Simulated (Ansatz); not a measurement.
Total energies of C3H7ClSi (`ClC[SiH]1CC1`).

```xyz
12

Cl    1.3336    0.7124   -2.7073
C     0.4430    1.2434   -1.2492
Si   -0.4696   -0.1997   -0.4786
C    -0.7141   -0.2069    1.3502
C     0.3654   -1.1886    0.8264
H     1.1699    1.6566   -0.5492
H    -0.2304    2.0432   -1.5577
H    -1.4676   -0.8256   -1.3694
H    -1.6085   -0.6575    1.7685
H    -0.3539    0.6250    1.9473
H     0.1399   -2.2453    0.9260
H     1.3921   -0.9570    1.0929
```

Charge 0, multiplicity 1. The geometry is a stationary point of PBE0-D4/def2-TZVP. It is one conformer, not always the lowest. Basis def2-TZVPP, Ansatz.

RPA on PBE orbitals: Hartree–Fock energy of these orbitals -866.08198 Eh, correlation -1.39531 Eh (frozen core).

| functional | energy without D4 (Eh) | D4 term (kJ/mol) |
| --- | --- | --- |
| LDA (SPW92) | -864.48932 | – |
| PBE | -867.75387 | -26.2 |
| revPBE | -868.07769 | -79.3 |
| BLYP | -868.17945 | -57.5 |
| r2SCAN | -868.12723 | -6.6 |
| B97M-V | -868.06961 | – |
| PBE0 | -867.83942 | -22.2 |
| B3LYP | -868.29756 | -42.2 |
| r2SCANh | -868.12010 | -7.0 |
| r2SCAN0 | -868.11046 | -7.7 |
| HSE06 (plane-wave form) | -867.81766 | -20.7 |
| BHLYP | -868.17733 | -32.4 |
| CAM-B3LYP | -868.20395 | -22.6 |
| LC-ωPBE | -867.96738 | – |
| ωB97X-V | -868.11197 | – |
| ωB97M-V | -868.14797 | – |
| B2PLYP | -867.89071 | – |
| PBE-QIDH | -867.65289 | – |

B3LYP takes the VWN-RPA correlation (the form of Gaussian; ORCA's B3LYP/G). HSE06 is the plane-wave form, built on full-range PBE exchange. The double hybrids freeze the cores in their second-order part.

LC-ωPBE has ω = 0.4 bohr⁻¹.
